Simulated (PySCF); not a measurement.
A table of computed molecular properties with gaps.

```
no.                  species (SMILES)  atoms  electrons  dipole moment (D)  HOMO energy (eV)  LUMO energy (eV)  smallest rotational constant (GHz)
  1                            [H][H]      2          2               0.00                 ?              1.87                            1662.531
  2  N#CC(F)(F)[C@@H]1C[SiH2]O[SiH2]1     17         92               2.41             -8.85             -0.53                               0.564
  3         CC(C)[C@@H](F)[C@H](C)CCl     23         82               2.31                 ?              0.89                               0.736
  4                C#C[C@H](SCC)C(F)F     17         78                  ?             -6.84             -0.18                               0.726
  5                            CN=S=O      7         40               1.48             -8.24                 ?                               3.918
  6       CC1=C[P@](=O)(CO)C=C1[SiH3]     21         92               4.36             -7.23             -2.26                                   ?
  7             CP(C)/C=C/[P@H](=S)CO     21         96               3.48             -6.65             -1.17                                   ?
```

Levels: PBE0/pcSseg-1 for dipole moment, HOMO energy and LUMO energy; GFN2-xTB for smallest rotational constant. Geometries: GFN2-xTB. Species are written as SMILES; each is one conformer at its optimised geometry, gas phase, non-relativistic unless stated; the electronic structure was computed with PySCF and density fitting.

Dipoles, sizes and rotational constants follow the conformer. The torsions of the flexible species, by atom-mapped SMILES:
- `[CH3:1][CH:2]([CH3:3])[C@@H:4]([F:5])[C@H:6]([CH3:7])[CH2:8][Cl:9]`: C1–C2–C4–F5 61°, C2–C4–C6–C7 -62°, C4–C6–C8–Cl9 -69°
- `[CH:1]#[C:2][C@H:3]([S:4][CH2:5][CH3:6])[CH:7]([F:8])[F:9]`: C2–C3–S4–C5 69°, C3–S4–C5–C6 80°, C2–C3–C7–F8 -55°
- `[CH3:1][C:2]1=[CH:3][P@:4](=[O:5])([CH2:6][OH:7])[CH:8]=[C:9]1[SiH3:10]`: C3–P4–C6–O7 -179°, H–O7–C6–P4 -45°
- `[CH3:1][P:2]([CH3:3])/[CH:4]=[CH:5]/[P@H:6](=[S:7])[CH2:8][OH:9]`: C1–P2–C4–C5 -134°, C4–C5–P6–S7 -117°, C5–P6–C8–O9 73°, H–O9–C8–P6 52°

The conformers of `N#CC(F)(F)[C@@H]1C[SiH2]O[SiH2]1` aren't listed.

Row 1: the HOMO energy?

-11.78 eV.

Row 3: the HOMO energy?

-8.34 eV.

Row 4: the dipole moment?

2.78 D.

What is the LUMO energy in row 5?

-2.42 eV.

What is the smallest rotational constant in row 6?

0.525 GHz.

What is the smallest rotational constant in row 7?

0.392 GHz.

In the completed table, which rows hold the lowest and the highest HOMO energy, and what is the mean?

Row 1 the lowest (-11.78 eV), row 7 the highest (-6.65 eV); the mean over the 7 rows is -8.28 eV.

In the completed table, which rows hold the lowest and the highest dipole moment, and what is the mean?

Row 1 the lowest (0.00 D), row 6 the highest (4.36 D); the mean over the 7 rows is 2.40 D.

What is the HOMO–LUMO gap, row by row?

row 1: 13.65, row 2: 8.32, row 3: 9.23, row 4: 6.66, row 5: 5.82, row 6: 4.97, row 7: 5.48 eV.
